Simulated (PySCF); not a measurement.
# What a mistake does to a calculation on AlCH4O anion

All numbers below are calculated, not measured. They come from PySCF 2.14.0, an open-source quantum chemistry program, on an isolated molecule that a program drew, which may never have been made. The molecule is AlCH4O anion (charge -1, singlet), drawn as the SMILES string `[CH3][AlH][O-]`.

Each row is a Hartree-Fock (HF) and frozen-core CCSD(T) single point in the aug-cc-pV(D+d)Z basis, meant for a local HF minimum. Run 1 is clean. Each other run has one planted mistake out of seven kinds, and not every kind appears here: one electron removed, one electron added, multiplicity raised by two, geometry at a saddle point, minimal basis STO-3G, one bond length entered in bohr, all coordinates scaled. The reference is restricted for singlets and unrestricted otherwise, and also for a bond in bohr. Adding or removing an electron swaps singlet and doublet. Electrons count all cores. HOMO and LUMO are orbital energies over both spins, the gradient is its largest component, and the lowest frequency (negative if imaginary) is given only where the gradient is small. Bond lengths are over the 6 bonds as drawn. T1 is the CCSD diagnostic: over 0.02 (restricted) or 0.045 (unrestricted) a single reference is doubtful.

Geometry of the clean run:
```xyz
7
AlCH4O anion, angstrom
C    -0.9972   -0.1203    1.6920
Al    0.4075   -1.0427    0.5770
O     1.7486   -1.7785    1.1177
H    -1.1029    0.9363    1.4063
H    -0.7727   -0.1550    2.7638
H    -1.9871   -0.5755    1.5427
H    -0.0465   -0.9189   -0.9929
```

| run | electrons | basis functions | <S^2> | HOMO (eV) | LUMO (eV) | gradient (hartree/bohr) | lowest frequency (cm^-1) | mean bond (Å) | longest bond (Å) | T1 | HF (hartree) | CCSD(T) (hartree) | mistake |
|---|---|---|---|---|---|---|---|---|---|---|---|---|---|
| 1 | 32 | 114 | 0.000 | -4.33 | 3.48 | 3.5e-06 | 75 | 1.4288 | 2.017 | 0.0217 | -357.01717 | -357.51287 | no fault |
| 2 | 32 | 23 | 0.000 | 2.84 | 18.10 | 4.3e-02 | - | 1.4288 | 2.017 | 0.0317 | -352.35994 | -352.54595 | minimal basis STO-3G |
| 3 | 32 | 114 | 0.829 | -2.18 | 3.42 | 3.3e-02 | - | 1.7279 | 3.811 | 0.0802 | -356.91918 | -357.40724 | one bond length entered in bohr |
| 4 | 32 | 114 | 2.008 | 0.72 | 3.07 | 8.4e-02 | - | 1.4288 | 2.017 | 0.0629 | -356.95302 | -357.38549 | ? |

**Which mistake was planted in run 4, and what did it cost?**

Electrons, basis and geometry are unchanged, and <S^2> is 2.008, beside S(S+1) = 2.00 for a multiplicity of 3. So the mistake is: multiplicity raised by two. Subtracting run 1 and multiplying by 627.51 kcal/mol a hartree, the energy moved by 40.3 kcal/mol in HF and 79.9 kcal/mol in CCSD(T).

Cautions from the logs. Run 1: T1 is over the limit, so its CCSD(T) energy is less reliable; run 2: T1 is over the limit, so its CCSD(T) energy is less reliable and the HOMO is above zero, so the electron isn't bound and the energy depends on the basis; run 3: T1 is over the limit, so its CCSD(T) energy is less reliable; run 4: T1 is over the limit, so its CCSD(T) energy is less reliable and the HOMO is above zero, so the electron isn't bound and the energy depends on the basis.
